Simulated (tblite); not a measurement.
Species: C3H9FGeN (doublet state).
SMILES with atom numbers: `[CH2:1][C@H:2]([CH2:3][F:4])[GeH2:5][NH2:6]` (hydrogens: H7, H8 on C1; H9 on C2; H10, H11 on C3; H12, H13 on Ge5; H14, H15 on N6)

Computed with GFN2-xTB (tblite), gas phase: L-BFGS steps from a force-field or distance-geometry start until the largest atomic force falls under 0.01 eV/Å.

Step 15: E = -557.8225 eV
```
atom  x, y, z in Å  |  force x, y, z in eV/Å
C1      0.3954   -1.1141    1.0596    0.036  -0.013  -0.036
C2      0.6248   -0.4083   -0.1713   -0.014   0.041   0.021
C3      1.9083    0.3881   -0.2502    0.024   0.045  -0.001
F4      2.9960   -0.4543   -0.3235   -0.022  -0.041   0.028
Ge5    -0.9972    0.9522   -0.3575    0.181  -0.215   0.065
N6     -2.5324   -0.0063   -0.3255   -0.052   0.002  -0.005
H7      0.7440   -0.7422    2.0034    0.071   0.073  -0.032
H8     -0.1700   -2.0254    1.0600   -0.014  -0.054   0.015
H9      0.5453   -1.0745   -1.0341   -0.031   0.071  -0.017
H10     2.0583    1.0148    0.6322   -0.021  -0.018   0.078
H11     1.9502    1.0092   -1.1506   -0.036   0.014  -0.051
H12    -1.1108    1.8675   -1.5676    0.008  -0.014  -0.030
H13    -1.0560    1.7620    0.9091   -0.022   0.085   0.010
H14    -2.6494   -0.6900   -1.0611   -0.066   0.031  -0.025
H15    -2.7110   -0.4707    0.5553   -0.042  -0.008  -0.019
```

Step 16: E = -557.8256 eV
```
atom  x, y, z in Å  |  force x, y, z in eV/Å
C1      0.4051   -1.1194    1.0602   -0.012   0.005  -0.020
C2      0.6218   -0.4061   -0.1702    0.094  -0.011   0.008
C3      1.9086    0.3888   -0.2493    0.010   0.033   0.005
F4      2.9945   -0.4572   -0.3217   -0.055  -0.009   0.021
Ge5    -0.9927    0.9473   -0.3577    0.055  -0.127   0.060
N6     -2.5371   -0.0028   -0.3280   -0.001  -0.005   0.006
H7      0.7486   -0.7397    2.0046    0.050   0.034  -0.076
H8     -0.1682   -2.0276    1.0602    0.023  -0.012   0.030
H9      0.5451   -1.0728   -1.0342   -0.033   0.082   0.000
H10     2.0592    1.0143    0.6351   -0.022  -0.030   0.042
H11     1.9503    1.0102   -1.1507   -0.026  -0.004  -0.019
H12    -1.1147    1.8671   -1.5682    0.037  -0.050   0.001
H13    -1.0578    1.7646    0.9073   -0.010   0.057  -0.016
H14    -2.6549   -0.6890   -1.0613   -0.060   0.039  -0.041
H15    -2.7121   -0.4697    0.5522   -0.050  -0.004  -0.001
```

Question: Estimate the geometry and energy of step 17. (The exact step hangs on the optimiser's Hessian estimate; all steps are aligned on step 16, rigid shifts and turns removed.)

Answer: E = -557.8273 eV, largest force 0.118 eV/Å
```
atom  x, y, z in Å  |  force x, y, z in eV/Å
C1      0.4082   -1.1216    1.0595   -0.024   0.013  -0.011
C2      0.6212   -0.4046   -0.1704    0.113  -0.035   0.002
C3      1.9085    0.3901   -0.2494   -0.001   0.015   0.010
F4      2.9926   -0.4584   -0.3206   -0.052   0.007   0.015
Ge5    -0.9883    0.9415   -0.3551   -0.031  -0.035   0.042
N6     -2.5385   -0.0023   -0.3282    0.028  -0.007   0.011
H7      0.7492   -0.7361    2.0029    0.042   0.011  -0.078
H8     -0.1699   -2.0275    1.0603    0.044   0.007   0.035
H9      0.5438   -1.0697   -1.0354   -0.023   0.070  -0.004
H10     2.0581    1.0139    0.6369   -0.017  -0.028   0.019
H11     1.9491    1.0107   -1.1520   -0.013  -0.009   0.006
H12    -1.1122    1.8645   -1.5675    0.052  -0.079   0.030
H13    -1.0571    1.7670    0.9074   -0.003   0.029  -0.037
H14    -2.6562   -0.6887   -1.0616   -0.058   0.043  -0.043
H15    -2.7129   -0.4709    0.5512   -0.056  -0.003   0.005
```

The energy changes by -0.0017 eV. The first-order estimate −F·Δx gives -0.0024 eV and the mean of the old and new forces, exact on a quadratic surface, -0.0017 eV. The step makes an angle of 45° with the force vector and moves no atom by more than 0.008 Å.

What follows is the cost of the whole relaxation. Hardware: one thread, Arm Neoverse V1 (aarch64), on a shared host. Cost: 0.32 s of wall time.
